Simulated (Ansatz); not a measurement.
C2H9BOSi (`BOC(C)[SiH3]`). Total charge 0; spin multiplicity 1. Geometry: relaxed with PBE0-D4/def2-TZVP. It is one conformer, not always the lowest.

```xyz
14

B    -0.603    1.304    1.818
O     0.209    0.872    0.843
C    -0.105   -0.265    0.031
C     0.979   -1.309    0.198
Si   -0.287    0.339   -1.762
H    -1.634    0.727    2.046
H    -0.248    2.269    2.430
H    -1.068   -0.678    0.360
H     1.953   -0.909   -0.094
H     0.767   -2.183   -0.422
H     1.043   -1.636    1.239
H    -1.343    1.381   -1.831
H    -0.669   -0.811   -2.625
H     1.006    0.900   -2.232
```

(1) What is the dipole moment at B3LYP/def2-TZVPP? (An estimate is asked.)

(2) And with PBE, r2SCAN, ωB97M-V? (An estimate is asked.)

(3) Give the Mulliken charges with B3LYP, r2SCAN, PBE in def2-TZVPP. (An estimate is asked.)

Results:

(1) Computed: 1.60 D, with components (-0.14, -1.50, -0.52) D in this frame, pointing from negative to positive charge.

(2) Ansatz gave: PBE 1.63 D, r2SCAN 1.61 D, ωB97M-V 1.60 D.

(3) Computed: 
| atom | B3LYP | r2SCAN | PBE |
| --- | --- | --- | --- |
| B1 | 0.04 | 0.11 | 0.02 |
| O2 | -0.28 | -0.28 | -0.20 |
| C3 | 0.10 | 0.11 | 0.11 |
| C4 | -0.27 | -0.17 | -0.27 |
| Si5 | 0.27 | 0.28 | 0.19 |
| H6 | -0.01 | -0.04 | -0.03 |
| H7 | 0.01 | -0.02 | -0.01 |
| H8 | 0.06 | 0.04 | 0.05 |
| H9 | 0.10 | 0.06 | 0.10 |
| H10 | 0.09 | 0.05 | 0.09 |
| H11 | 0.09 | 0.05 | 0.09 |
| H12 | -0.06 | -0.07 | -0.05 |
| H13 | -0.07 | -0.07 | -0.05 |
| H14 | -0.06 | -0.06 | -0.05 |

B3LYP here is the variant with VWN-RPA as its local correlation; programs differ in this.
